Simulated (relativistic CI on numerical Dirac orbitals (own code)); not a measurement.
**Rb¹²⁺: sensitivity of the levels to the model**

Base calculation: Dirac-Coulomb-Breit CI, orbitals from a KLI potential per configuration, model QED, unscaled Slater integrals.

Configuration list (outside the closed core [Ne]): 3s2 3p6 3d7, 3s2 3p5 3d8, 3s2 3p4 3d9, 3s 3p6 3d8, 3s2 3p6 3d6 4s, 3p6 3d9, 3s2 3p6 3d6 4p, 3s2 3p6 3d6 4d, 3s2 3p6 3d5 4s2, 3s 3p5 3d9, 3s2 3p6 3d5 4s 4p, 3s2 3p6 3d6 4f, 3s2 3p6 3d6 5s, 3s2 3p6 3d5 4p2, 3s2 3p5 3d7 4s, 3s2 3p6 3d6 5p, 3s2 3p6 3d5 4s 4d, 3s2 3p6 3d6 5d, 3s2 3p4 3d8 4s, 3s2 3p6 3d5 4p 4d, 3s2 3p5 3d7 4p, 3s2 3p6 3d6 5f, 3s2 3p6 3d6 5g, 3s2 3p4 3d8 4p, 3s2 3p6 3d6 6s, 3s2 3p5 3d6 4s2, 3s2 3p6 3d6 6p, 3s2 3p6 3d5 4d2, 3s2 3p6 3d6 6d, 3s 3p6 3d7 4s, 3s 3p5 3d8 4s, 3s 3p6 3d7 4p, 3s 3p6 3d6 4s2, 3p6 3d8 4s. Levels of other configurations are missing.

Variants: (1) QED terms removed; (2) non-relativistic limit. Shifts of the energy above 3s2 3p6 3d7 4F_9/2, in cm⁻¹, for the lowest level and the first level of each name with at least 55 % of one term (blank where a level changes its place among those of its configuration and J or its character, or is not in the variant):

```
              Level     Base   Δ(1)      Δ(2)
 3s2 3p6 3d7 4F_9/2      0.0    0.0       0.0
 3s2 3p6 3d7 4F_7/2   9518.0  -34.7   -9518.0
 3s2 3p6 3d7 4F_5/2  15085.1  -48.5  -15085.1
 3s2 3p6 3d7 4F_3/2  18516.3  -55.3  -18516.3
 3s2 3p6 3d7 4P_3/2  41305.2   +3.9   -3050.9
 3s2 3p6 3d7 4P_5/2  44302.6  -19.0   -6048.4
 3s2 3p6 3d7 2G_9/2  47138.1  -19.2   -4778.5
 3s2 3p6 3d7 4P_1/2  49304.0  -32.2  -11049.7
 3s2 3p6 3d7 2G_7/2  55903.1  -49.2  -13543.5
 3s2 3p6 3d7 2D_5/2  64031.8  -38.1   -8557.7
3s2 3p6 3d7 2H_11/2  65405.9  -29.1   -6377.1
 3s2 3p6 3d7 2P_1/2  65860.5  -66.4  -17384.1
 3s2 3p6 3d7 2H_9/2  74701.1  -66.2  -15672.4
 3s2 3p6 3d7 2D_3/2  79893.5  -95.9  -24419.3
```

At this charge energies of transitions that change n are usually good to better than 1 %, and those within a shell (Δn = 0) to a few per cent. Terms inside the open d or f shell come out 10 to 20 % too wide with unscaled integrals.

Ionisation energy from the two ground configurations alone: base 399.946 eV. The NIST ASD value (theoretical) is 400 eV.

LS names give the leading component of a level, which can be under half, so a name can repeat, a term be missing and a line seem to break the LS rules.
